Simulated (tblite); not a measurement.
Input of a run (GFN2-xTB geometry optimisation, gas phase (tblite 0.8.0)), started from a force field or distance geometry:
```
{"job": {"kind": "relax", "xc": "GFN2-xTB", "basis": "xTB"}, "charge": 0, "multiplicity": 2}
F     -2.843900    -1.450700    -0.279600
C     -2.371000    -0.169700    -0.312600
C     -0.875000    -0.098200    -0.052200
C     -0.130300    -1.244600     0.162900
C      1.242400    -1.168200     0.407100
C      1.879300     0.070700     0.402300
S      3.634600     0.165800     0.693400
C      1.146900     1.235600     0.183900
C     -0.231300     1.145800    -0.048400
H     -2.606600     0.242200    -1.282100
H     -2.905700     0.389500     0.463600
H     -0.608200    -2.234000     0.174400
H      3.836700    -1.153000     0.854000
H      1.629700     2.203700     0.177900
H     -0.802000     2.073100    -0.221200
```

Output (eV, eV/Å):
```
step      E/eV     max force
  0    -704.98519    2.294
  1    -705.07976    0.638
  2    -705.09883    0.321
  3    -705.10907    0.259
  4    -705.11175    0.147
  5    -705.11328    0.083
  6    -705.11387    0.078
  7    -705.11445    0.077
  8    -705.11477    0.051
  9    -705.11498    0.035
 10    -705.11514    0.036
 11    -705.11526    0.028
 12    -705.11532    0.017
 13    -705.11534    0.014
 14    -705.11536    0.013
 15    -705.11537    0.010
 16    -705.11538    0.005
```

**Question.** Summarise the run.

**Answer.** The energy falls by 0.130 eV over 16 L-BFGS steps, the largest force on an atom goes from 2.29 to 0.005 eV/Å, and the atoms move by 0.026 Å rms after alignment. The bond that changes most is C4–C5 (ends: carbon bonded to 2 C and H; carbon bonded to 2 C), which shortens by 0.038 Å. Bonds longer at the end by more than 0.005 Å: 2 of 15; shorter: 9. Among the angles that change most is C4–C5–C6, from 119.8° to 125.1°. The energy never rose by more than 1e-5 eV on the way. The first step brought 73 % of the lowering.

**Question.** What are the final bond lengths?

**Answer.** F1–C2 1.369 Å, C2–C3 1.504 Å, C3–C4 1.398 Å, C4–C5 1.358 Å, C5–C6 1.365 Å, C6–S7 1.770 Å, C6–C8 1.398 Å, C8–C9 1.380 Å, C3–C9 1.390 Å, C2–H10 1.097 Å, C2–H11 1.097 Å, C4–H12 1.079 Å, S7–H13 1.331 Å, C8–H14 1.080 Å, C9–H15 1.080 Å. Numbering counts from 1 in the input's order; the species is `FCc1c[c]c(S)cc1` [radical].

The run took under 0.1 s on an Arm Neoverse V2 with one thread, shared host with 32 logical CPUs at a one-minute load of 17.

Its lowest GFN2-xTB frequency is 6 cm⁻¹, too small to tell a flat minimum from a shallow saddle. 2 starts were optimised and ended at 0.00 and 0.25 kcal/mol (GFN2-xTB); the lowest of these is shown.

Shape of the structure used: `[F:1][CH2:2][c:3]1[cH:4][c:5][c:6]([SH:7])[cH:8][cH:9]1`: F1–C2–C3–C4 0°, H–S7–C6–C5 0°.

One conformer stands for the species.

The numbers are calculated, not measured.
